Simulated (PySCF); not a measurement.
Computed IR spectrum (relative IR intensity) of a molecule C₃H₇FSi. Coordinates come from a ωB97X-D3(BJ)/def2-SVP optimisation. One conformer was computed; it need not be the lowest. Computed with ωB97X-D3(BJ)/def2-SVP (PySCF). Frequencies are harmonic and unscaled.

Lines under 2 % of the strongest are left out, and lines within 2 cm⁻¹ are merged.

| ν (cm⁻¹) | relative intensity |
|---|---|
| 137 | 2.1 |
| 421 | 9.2 |
| 523 | 12 |
| 674 | 2.5 |
| 726 | 2.2 |
| 760 | 19 |
| 812 | 65 |
| 888 | 28 |
| 913 | 13 |
| 975 | 93 |
| 1070 | 9.7 |
| 1090 | 25 |
| 1120 | 2.9 |
| 1183 | 100 |
| 1217 | 2.3 |
| 1331 | 6.9 |
| 1393 | 20 |
| 1418 | 11 |
| 1458 | 9.7 |
| 2263 | 78 |
| 2268 | 87 |
| 3080 | 19 |
| 3100 | 2.0 |
| 3104 | 2.8 |
| 3189 | 7.9 |

Problem. Which structure fits?
A) FC1C[SiH2]C1
B) C[SiH2]/C=C\F
C) F/C=C\C[SiH3]
D) C=C[Si@@H](C)F

Solution. A, FC1C[SiH2]C1
